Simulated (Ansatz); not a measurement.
Job for Ansatz (an electronic-structure program): R-PBE0/def2-TZVPP on H2 (SMILES [H][H]).

Ansatz 0.2 input:
```yaml
crystal:
  periodic: [false, false, false]
  atoms:
    - {symbol: H, position_ang: [0.00000000, -0.00000000, 0.38043305]}
    - {symbol: H, position_ang: [-0.00000000, 0.00000000, -0.38043305]}
basis:
  gaussian:
    orbitals: def2-TZVPP
hamiltonian:
  xc: {name: PBE0}
scf: {lower_state_search: off}
```

It printed:

```
WARN ansatz: RAYON_NUM_THREADS=4 ignored (pool sized by the plan → 4); use --threads N
Functional definition: PBE0
these checks for a lower state are left out or cut short: stability, starts, cluster_reference, orbital_swaps, neighbouring_geometries, increment
integrals: 0.00 GiB planned
118 factors; their error is unknown
mean field: 0.05 GiB planned
mean field evaluation 1: about -31.7070 eV, gradient 5.3e0 eV
mean field evaluation 2: about -31.7909 eV, gradient 7.8e-1 eV
mean field evaluation 4: about -31.7919 eV, gradient 1.1e-1 eV
mean field evaluation 8: about -31.7919 eV, gradient 3.2e-6 eV
mean field -31.79192965 eV, -1.1683318654 hartree, gradient 3.2e-6 eV, S^2 0.000000; 0 other end points of the search recorded, 0 dependent functions left out
reference -31.79194575 eV, -1.1683324568 hartree; 1, 1 occupied and 27, 27 virtual orbitals, 118 factors
Total energy: -31.79194575 eV, -1.1683324568 hartree
Checks for a lower state left out: stability, starts, cluster_reference, orbital_swaps, neighbouring_geometries, increment
```

The run converged.

Cost: roughly 0.23 core-seconds.
